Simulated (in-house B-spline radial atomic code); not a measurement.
The numbers below are computed, except where a source is named.
# Ghost states of the separable form: Ti

Ti, [Ar] 3d2 4s2, non-relativistic LDA (VWN5), spherical and spin-unpolarised, from an all-electron radial atomic-structure program (B-spline basis) (atomic units; all potentials screened as in the neutral atom).

Troullier-Martins channels: 4s (ε = -0.1671, r_c = 2.451 bohr), 3d (ε = -0.1700, r_c = 2.451 bohr). In the Kleinman-Bylander form one channel serves as the local potential, and each other channel l becomes |δV u><u δV|/<u|δV|u>, with δV = V_l − V_local and u the pseudo-orbital. Its strength is E_KB = <u|δV²|u>/<u|δV|u>. By the analysis of Gonze, Stumpf and Scheffler a spurious state lies below the reference level ε if E_KB > 0 and ε is above the second level of the local potential alone, or if E_KB < 0 and ε is above its first. The table's levels are those of angular momentum l in a sphere of 9 bohr, whose wall can lift a shallow ε a little above its free-atom value.

```json
{"local": "s", "channel": "d", "<u δV u>": "-2.9098", "<u δV² u>": "16.06", "ε": "-0.1700", "first local level": "0.0749", "second local level": "0.3254"}
{"local": "d", "channel": "s", "<u δV u>": "0.14523", "<u δV² u>": "0.58574", "ε": "-0.1658", "first local level": "-4.8911", "second local level": "-0.5001"}
```

(1) Apply the rule to each row.

Diagonalising the separable Hamiltonian gives:

```json
{"local": "s", "channel": "d", "three lowest levels": "-0.1700, 0.1044, 0.3948", "all-electron, two lowest valence levels": "-0.1700, 0.1010"}
{"local": "d", "channel": "s", "three lowest levels": "-2.4285, -0.1658, 0.1063", "all-electron, two lowest valence levels": "-0.1658, 0.1071"}
```

(2) Which choices of local channel are safe?

## Answers

(1) Local s, channel d: E_KB = -5.52, so ε = -0.1700 is set against 0.0749: no ghost. Local d, channel s: E_KB = +4.03, so ε = -0.1658 is set against -0.5001: a ghost.

(2) Free of ghosts: s. With d local the s channel has a ghost 2.26 hartree below ε, since the local potential binds more than one state below ε, and a repulsive term of rank one raises each level at most to the next, so it clears only one of them. Among the safe choices the second level, which tests transfer, is off by at most 3.4 millihartree (s local).
